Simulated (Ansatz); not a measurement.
`[GeH3][CH2]Br` → `CBr` + `[GeH2]` at 500 K and 1 bar (germylene formation by 1,1-elimination).

Program: Ansatz. Geometries: PBE0-D4/def2-TZVP. ΔE: electronic, gas phase. CBS: MP2 limit from def2 TZ/QZ plus the TZ coupled-cluster correction, frozen cores. For Br, Ge outer-core shells are correlated without core-valence functions, which leaves a few kJ/mol of doubt a bond. Scalar relativity is left out up to krypton.

```json
{"species": "`[GeH3][CH2]Br`", "CCSD(T)/CBS energy (Eh)": "-4690.47995", "H − E (kJ/mol)": "169.3", "S (J/(mol·K))": "371.4"}
{"species": "`CBr`", "CCSD(T)/CBS energy (Eh)": "-2613.17401", "H − E (kJ/mol)": "118.3", "S (J/(mol·K))": "270.7"}
{"species": "`[GeH2]`", "CCSD(T)/CBS energy (Eh)": "-2077.24753", "H − E (kJ/mol)": "46.3", "S (J/(mol·K))": "239.7"}
```

H − E and S are ideal-gas, rigid-rotor, harmonic terms from PBE0-D4/def2-TZVP. 1 Eh = 2625.50 kJ/mol, R = 8.31446 J/(mol·K).

Task: By hand: ΔE, ΔH, ΔS and ΔG.

Result: ΔE = (-2613.17401) + (-2077.24753) − (-4690.47995) = 0.05841 Eh = 153.4 kJ/mol. Δ(H − E) = 118.3 + 46.3 − 169.3 = -4.7, so ΔH = 148.7 kJ/mol. ΔS = 270.7 + 239.7 − 371.4 = 139.0 J/(mol·K). ΔG = 148.7 − 500 × (139.0)/1000 = 79.2 kJ/mol.

Task: By hand: the equilibrium constant, and the temperature at which ΔG would vanish if ΔH and ΔS stayed fixed.

Result: log₁₀ K = −ΔG/(RT ln 10) = -8.3. ΔG = 0 at ΔH/ΔS = 1070 K.

The number of gas molecules changes by +1, which sets the sign of ΔS. A doubt of 5 kJ/mol in ΔE shifts log₁₀ K by 0.5 here. These are equilibria of isolated gas molecules and say nothing of rates. Largest T1 diagnostic: 0.012 (customary marks: 0.02 for closed shells, 0.045 for open ones).
